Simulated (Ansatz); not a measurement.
Process, species as SMILES: N#C[O] → C atom + N atom + O atom
B3LYP-D3(BJ)/def2-TZVP geometries, fixed; electronic energies without zero-point terms.

The atomisation energy at MP2 with Ansatz (an electronic-structure program), in kcal/mol, split into its Hartree-Fock and correlation parts. Cores are frozen. Open shells are unrestricted. No added dispersion term, no relativity. Functions are those of the species that has most.

```csv
basis,X,functions,Hartree-Fock,MP2
cc-pVDZ,2,42,172.31,292.40
cc-pVTZ,3,90,179.82,314.21
cc-pVQZ,4,165,180.92,322.27
```

Worked estimate of the basis-set limit from each neighbouring pair, with Hartree-Fock from the larger set and the correlation part extrapolated as X^-3.
Correlation parts: X = 2: 120.09, X = 3: 134.39, X = 4: 141.35.
- (2,3): (27·(134.39) - 8·(120.09))/19 = 140.41; with Hartree-Fock 179.82 the estimate is 320.23 kcal/mol.
- (3,4): (64·(141.35) - 27·(134.39))/37 = 146.43; with Hartree-Fock 180.92 the estimate is 327.35 kcal/mol.
The last two estimates differ by 7.12 kcal/mol; the largest set lies 5.08 from the last. Over the last step Hartree-Fock moves by 1.10 and the correlation part by 6.96.
